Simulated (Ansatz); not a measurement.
`CC[SiH2]CO` → `CC(C)O[SiH3]`  (isomerisation)

Gas-phase electronic energies from Ansatz, PBE0-D4/def2-TZVP geometries. CBS: MP2 limit from def2 TZ/QZ plus the TZ coupled-cluster correction, frozen cores. DFT in def2-TZVPP. B3LYP here is the variant with VWN-RPA as its local correlation; programs differ in this. HSE06 is defined as in plane-wave codes. Each species was taken in one conformer, which may not be the lowest.

| level | ΔE (kJ/mol) | difference from CCSD(T)/CBS |
| --- | --- | --- |
| PBE0-D4 | -93.3 | 11.6 |
| r2SCAN0-D4 | -103.7 | 1.2 |
| HSE06-D4 | -93.0 | 11.9 |
| CAM-B3LYP-D4 | -110.1 | -5.2 |
| ωB97X-V | -103.8 | 1.1 |
| ωB97M-V | -101.2 | 3.7 |
| BLYP | -99.3 | 5.6 |
| r2SCAN | -101.4 | 3.5 |
| PBE0 | -93.5 | 11.4 |
| B3LYP | -104.3 | 0.6 |
| MP2/def2-SVP | -114.2 | -9.3 |
| CCSD(T)/def2-SVP | -112.9 | -8.0 |
| SCS-MP2/def2-TZVPP | -112.3 | -7.4 |
| HF/def2-QZVPP | -128.1 | -23.2 |
| MP2/def2-QZVPP | -108.2 | -3.3 |
| HF/CBS(def2) | -128.3 | -23.4 |
| CCSD(T)/CBS | -104.9 | 0 |

Largest T1 diagnostic among the species: 0.010.

From BLYP to BHLYP (50 % exact exchange), in def2-TZVPP and without D4, ΔE moves by −14.9 kJ/mol. In def2-TZVPP, CCSD(T) changes the Hartree–Fock value by +20.8 kJ/mol (the triples alone add +2.2 kJ/mol) and MP2 by +18.4 kJ/mol.

CCSD(T)/CBS has its own doubt, a few kJ/mol and more with outer-core shells, so smaller differences from it don't rank the levels.
